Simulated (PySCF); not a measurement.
HO$_{3}$W (SMILES [O]=[W](=[O])[OH]), doublet, at a GFN2-xTB geometry (such geometries of metal compounds can be far from the true shape) (the multiplicity is a formal guess) (core potentials on W). Base run: PBE/def2-SV(P) (PySCF).

Here is a job for PySCF.
```python
from pyscf import gto, scf, dft

mol = gto.Mole()
mol.atom = '''
    W     0.014561   -0.017142    0.012853
    O     1.583558   -0.431956   -0.475748
    O    -0.526984   -0.811941    1.408410
    O    -0.998428    1.175441   -0.881335
    H    -1.542666    1.816169   -1.361747
'''
mol.basis = 'def2-sv(p)'
mol.ecp = {'W': 'def2-sv(p)'}
mol.charge = 0
mol.spin = 1
mol.verbose = 5
mol.build()

mf = dft.UKS(mol)
mf.xc = 'pbe'
mf.kernel()
```

The base run was repeated with changes; each row names its change, and settings that it needs were set with it.

| change | basis functions | E (Eh) | HOMO (eV) | dipole (D) | outcome |
|---|---|---|---|---|---|
| base | 69 | -293.07168 | -6.28 | 4.69 | converged |
| basis = ANO-RCC-VDZP; relativity = spin-free X2C (without mol.ecp = {'W': 'def2-sv(p)'}) | 115 | -16371.90450 | -6.51 | 4.65 | converged |
| basis = ANO-RCC-VDZP; relativity = spin-free X2C; nucleus = Gaussian (with mol.nucmod = 'G'; without mol.ecp = {'W': 'def2-sv(p)'}) | 115 | -16369.61169 | -6.51 | 4.65 | converged |
| basis = x2c-SVPall; relativity = none (without mol.ecp = {'W': 'def2-sv(p)'}) | 113 | -13880.19542 | -5.84 | 3.51 | converged |
| basis = x2c-SVPall; relativity = spin-free X2C (without mol.ecp = {'W': 'def2-sv(p)'}) | 113 | -16370.92948 | -6.41 | 4.69 | converged |
| basis = jorge-DZP-DKH; relativity = spin-free X2C (without mol.ecp = {'W': 'def2-sv(p)'}) | 110 | -16357.46006 | -6.26 | 4.97 | converged |
| basis = x2c-SVPall; relativity = spin-free X2C; nucleus = Gaussian (with mol.nucmod = 'G'; without mol.ecp = {'W': 'def2-sv(p)'}) | 113 | -16369.04266 | -6.41 | 4.69 | converged |
| basis = jorge-DZP-DKH; relativity = spin-free X2C; nucleus = Gaussian (with mol.nucmod = 'G'; without mol.ecp = {'W': 'def2-sv(p)'}) | 110 | -16355.79375 | -6.26 | 4.97 | converged |
| basis = ANO-RCC-VDZP; relativity = none (without mol.ecp = {'W': 'def2-sv(p)'}) | 115 | - | - | - | not converged |
| basis = jorge-DZP-DKH; relativity = none (without mol.ecp = {'W': 'def2-sv(p)'}) | 110 | -15214.90131 | -3.33 | 3.30 | converged |

Total energies compare only within one method and basis.

Open shells are given as the SCF converged; they aren't shown to be the lowest states, and a large step between rows can be another state.

Basis sets contracted for a relativistic Hamiltonian are a mismatch without it, so the rows without relativity aren't non-relativistic limits. No row has spin-orbit coupling; sets with core potentials leave out the core electrons.
